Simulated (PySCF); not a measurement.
CH3, charge +1. Atoms are numbered in the order given.

```xyz
4

C      0.0000     0.0000     0.0000
H      1.0934     0.0000     0.0000
H     -0.5467     0.9469     0.0000
H     -0.5467    -0.9469     0.0000
```
Charge +1, spin multiplicity 1.

Coordinates come from a ωB97X-D3(BJ)/def2-TZVPD optimisation.

Lowest vertical singlet excitation by several levels in PySCF, with rough processor times relative to the cheapest run on one machine. Each run also gave further roots (ADC and EOM-CCSD ionised and attached states too); roots are paired by order and the bases differ. EOM-CCSD serves as a yardstick, not as the true value; all levels that ended soundly for this molecule are listed, with differences from unrounded values.

```
level                   relative cost
----------------------  -------------
TDA-PBE/def2-TZVPD                  1
TDA-ωB97X/def2-TZVPD                2
TDA-LC-ωPBE/def2-TZVPD              2
EOM-CCSD/aug-cc-pVDZ                3
ADC(3)/aug-cc-pVDZ                  6
```

Computed S1 at each level and its distance from EOM-CCSD:
```json
[
 {"level": "TDA-PBE/def2-TZVPD", "S1 (eV)": "5.82", "S1 minus EOM-CCSD (eV)": "-0.31"},
 {"level": "TDA-ωB97X/def2-TZVPD", "S1 (eV)": "6.10", "S1 minus EOM-CCSD (eV)": "-0.03"},
 {"level": "TDA-LC-ωPBE/def2-TZVPD", "S1 (eV)": "5.92", "S1 minus EOM-CCSD (eV)": "-0.22"},
 {"level": "EOM-CCSD/aug-cc-pVDZ", "S1 (eV)": "6.14", "S1 minus EOM-CCSD (eV)": "0.00"},
 {"level": "ADC(3)/aug-cc-pVDZ", "S1 (eV)": "6.01", "S1 minus EOM-CCSD (eV)": "-0.12"}
]
```
